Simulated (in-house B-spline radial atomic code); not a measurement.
A run on an ion of nuclear charge 21 with 21.7 electrons that did not converge. Method: scalar-relativistic (X2C) BHandHLYP, spin-polarised, spherical fractional occupations, Fermi nucleus of rms radius 3.5459 fm; computed with an all-electron radial atomic-structure program (B-spline basis).

Command:
```bash
python run_scf.py task.json out
```
Settings (nuclear radius in fm, mass in u):
```
Z                21
configuration    [Ar] 3d1.7 4s2
hamiltonian      x2c
method           bhandhlyp
spin_polarised   True
nucleus          fermi
rms_radius       3.5459
atomic_mass      44.95591
speed_of_light   137.035999084
```

First and last ten iterations of the last attempt (damped for 15 steps, keeping 80 % of the old Fock matrix, then DIIS):
```
 iter        energy (Eh)    residual
    1        -761.538847    2.92e-01
    2        -762.414034    1.82e-01
    3        -763.208967    1.18e-01
    4        -763.642743    7.46e-02
    5        -763.874793    4.65e-02
    6        -763.996671    2.73e-02
    7        -763.864709    2.80e-02
    8        -764.005807    2.52e-02
    9        -764.060970    1.40e-02
   10        -763.830519    3.20e-02
  111        -763.811729    3.31e-02
  112        -763.813256    3.32e-02
  113        -763.813014    3.30e-02
  114        -763.814306    3.30e-02
  115        -763.813600    3.30e-02
  116        -763.811882    3.31e-02
  117        -763.812149    3.31e-02
  118        -763.811990    3.32e-02
  119        -764.048448    1.71e-02
  120        -764.050291    1.67e-02
 not converged after 120 iterations
```

The smallest residual met was 9.2e-03; the threshold is about 2e-07. No energy from this run should be used. The likely cause: this method binds the added charge weakly or not at all at the basis-set limit, so charge moves back and forth between the atom and the box. Cost of the run: 5 s on 1 thread of Arm Neoverse N1, with other jobs on the host.
